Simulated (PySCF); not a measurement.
Molecule: SMILES O=C(O)c1ccoc1, C5H4O3.

Atoms are numbered as in `[O:1]=[C:2]([OH:3])[c:4]1[cH:5][cH:6][o:7][cH:8]1`; H(Xn) means a hydrogen on atom n.

Geometry PBE0-D3(BJ)/def2-SVP throughout; GIAO in PySCF 2.14.0 with density-fitted response routines, gas phase, one conformer, non-relativistic; equivalent atoms averaged; functional PBE0.

Q: How do the absolute shieldings σ depend on the basis set? (a selection of nuclei; ppm; last column core-seconds on shared hosts with different chips, so compare them loosely)

A: 
| basis set | functions | O1 | O7 | C8 | C6 | C4 | C5 | H(C8) | H(C6) | H(O3) | core-s |
| --- | --- | --- | --- | --- | --- | --- | --- | --- | --- | --- | --- |
| STO-3G | 44 | -49.8 | 156.3 | 113.4 | 115.0 | 132.6 | 134.9 | 25.13 | 25.79 | 27.19 | 2.9 |
| pcSseg-0 | 80 | -107.7 | 9.3 | 29.0 | 36.1 | 63.0 | 69.6 | 24.41 | 25.39 | 27.78 | 9.8 |
| 6-31G | 80 | -62.7 | 40.6 | 54.0 | 60.7 | 81.0 | 89.7 | 24.32 | 25.19 | 27.46 | 5.7 |
| 6-31G* | 120 | -26.9 | 56.1 | 52.5 | 60.1 | 80.2 | 87.8 | 24.02 | 24.83 | 26.87 | 10 |
| cc-pVDZ | 132 | -36.5 | 47.5 | 50.3 | 57.8 | 76.8 | 85.7 | 23.28 | 24.09 | 26.41 | 12 |
| def2-SVP | 132 | -37.0 | 47.3 | 48.0 | 55.9 | 75.1 | 83.5 | 23.51 | 24.37 | 26.23 | 11 |
| pcSseg-1 | 156 | -71.2 | 20.9 | 29.5 | 37.4 | 61.8 | 67.8 | 23.10 | 23.91 | 25.56 | 15 |
| aug-cc-pVDZ | 220 | -28.5 | 49.4 | 48.0 | 56.1 | 76.6 | 85.3 | 23.04 | 23.83 | 25.83 | 27 |
| 6-311+G(2d,p) | 240 | -54.6 | 26.3 | 33.4 | 41.6 | 63.8 | 72.1 | 23.24 | 24.06 | 26.15 | 28 |
| def2-TZVP | 272 | -57.5 | 23.3 | 32.3 | 40.6 | 62.8 | 71.0 | 23.23 | 24.05 | 26.11 | 38 |
| cc-pVTZ | 296 | -56.3 | 26.5 | 34.3 | 42.3 | 64.7 | 72.4 | 23.09 | 23.90 | 25.69 | 42 |
| IGLO-III | 320 | -64.8 | 18.9 | 25.6 | 34.2 | 56.8 | 65.3 | 23.09 | 23.92 | 25.76 | 54 |

Q: Which nucleus among those listed moves most, in ppm?

A: O7 (aromatic ring oxygen): from 9.3 ppm with pcSseg-0 to 156.3 ppm with STO-3G. The smallest spread is 1.95 ppm, at H(C6). Proton shifts span only some 12 ppm, so a few tenths of a ppm matter as much there as several ppm in carbon.

Q: Taking the largest basis, IGLO-III (320 functions), as the yardstick, rank the others by their worst heavy-atom deviation.

A: pcSseg-1 6.4 ppm (156 functions), def2-TZVP 7.3 ppm (272 functions), cc-pVTZ 8.6 ppm (296 functions), 6-311+G(2d,p) 10.2 ppm (240 functions), 6-31G 28.3 ppm (80 functions), def2-SVP 28.5 ppm (132 functions), cc-pVDZ 28.6 ppm (132 functions), aug-cc-pVDZ 36.3 ppm (220 functions), 6-31G* 37.9 ppm (120 functions), pcSseg-0 42.9 ppm (80 functions), STO-3G 137.5 ppm (44 functions).

A small basis that lands close on one nucleus may do so by chance; judge by the trend and by all nuclei.
